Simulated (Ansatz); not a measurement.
# Cost against result

Saddle point of AlH5SO2, singlet (AlH₃SO₂ ([OH][Al]([OH])[SH]) + H₂ → AlH₃O₂ ([OH][AlH][OH]) + H₂S (still joined by a long Al–S bond); bonds formed: Al1–H6, S2–H5; bonds broken: H5–H6; bonds weakened to dative contacts: Al1–S2), PBE0-D4/def2-TZVP structure:

| atom | x (Å) | y (Å) | z (Å) |
| --- | --- | --- | --- |
| Al1 | -0.3588 | -0.0548 | 0.1314 |
| S2 | 1.4925 | 1.2016 | -0.6961 |
| O3 | -0.0017 | -1.6611 | -0.2903 |
| O4 | -1.8382 | 0.7543 | -0.0250 |
| H5 | 1.0599 | 0.9404 | 0.8040 |
| H6 | 0.3370 | 0.4385 | 1.5964 |
| H7 | 2.2415 | 0.0840 | -0.6864 |
| H8 | -0.5345 | -2.4116 | -0.0367 |
| H9 | -2.3977 | 0.7087 | -0.7973 |

Barriers are electronic and count from the start structure reached by relaxing down the imaginary mode.

Program: Ansatz 0.2.0. Basis: as named in each row. Cores are frozen in the correlated methods. B3LYP uses VWN-RPA correlation. Extrapolation: Hartree–Fock as exp(−7.88 √X), correlation as X^−2.97.

Times are rough, for one single point on 4 threads of a shared host (Arm Neoverse V2).

The estimate by CCSD(T) at an estimated basis limit (MP2 extrapolated from triple and quadruple zeta, plus CCSD(T) − MP2 in triple zeta) is 127.6 kJ/mol.

```tsv
method	basis	time (s)	barrier (kJ/mol)	method less estimate
HF	STO-3G	under 1	230.5	102.8
PBE-D4	STO-3G	under 1	122.9	-4.8
SPW92	def2-SVP	under 1	53.0	-74.7
B3LYP-D4	6-31G	under 1	145.6	17.9
PBE-D4	def2-SVP	under 1	79.1	-48.5
PBE0-D4	def2-SVP	under 1	92.3	-35.4
SPW92	def2-TZVPP	under 1	68.0	-59.6
BLYP-D4	def2-TZVPP	1	108.6	-19.0
PBE-D4	def2-TZVPP	2	94.0	-33.6
CCSD(T)	def2-SVP	2	115.0	-12.6
B3LYP-D4	def2-TZVPP	2	116.2	-11.4
BHLYP-D4	def2-TZVPP	2	130.3	2.7
PBE0-D4	def2-TZVPP	2	105.5	-22.2
CAM-B3LYP-D4	def2-TZVPP	2	120.0	-7.6
r2SCAN-D4	def2-TZVPP	3	102.4	-25.3
r2SCAN0-D4	def2-TZVPP	3	111.6	-16.1
wB97M-V	def2-SVP	4	104.7	-22.9
B2PLYP	def2-TZVPP	4	123.1	-4.5
PBE-QIDH	def2-TZVPP	4	118.9	-8.7
RPA on PBE	def2-TZVPP	4	123.0	-4.7
wB97X-V	def2-TZVPP	6	123.8	-3.8
B97M-V	def2-TZVPP	6	103.2	-24.5
wB97M-V	def2-TZVPP	6	124.7	-2.9
MP2	def2-QZVPP	12	128.9	1.3
CCSD(T)	def2-TZVPP	53	126.6	-1.0
```

All methods are single points on the PBE0-D4 structures.

T1 diagnostic: at most 0.013.

Labels in which every atom is bracketed show which atoms are joined, not bond orders.
